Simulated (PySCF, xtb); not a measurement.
CH9OSbSi2, SMILES [O](C)[Sb]([SiH3])[SiH3]. One conformer was computed; it need not be the lowest.

Harmonic wavenumbers (cm⁻¹) from GFN2-xTB in xtb at its own minimum, in rising order: 39, 61, 71, 82, 89, 107, 159, 226, 282, 300, 382, 390, 405, 414, 428, 724, 763, 783, 794, 801, 814, 1082, 1150, 1153, 1431, 1499, 1508, 2204, 2206, 2229, 2237, 2244, 2247, 2893, 2917, 2971.

Q: What does PySCF 2.14.0 with PBE-D3(BJ)/def2-SVP give at its own minimum? (An estimate is asked for; the answer gives what the named calculation found.)

A: 46, 72, 74, 86, 112, 123, 183, 239, 281, 295, 438, 450, 480, 493, 506, 795, 831, 892, 897, 900, 904, 1078, 1127, 1142, 1403, 1407, 1429, 2136, 2143, 2156, 2163, 2167, 2175, 2863, 2918, 3002. Paired by order, the mean absolute difference is 48 cm⁻¹ and the zero-point energies are 54.4 and 54.9 kcal/mol.
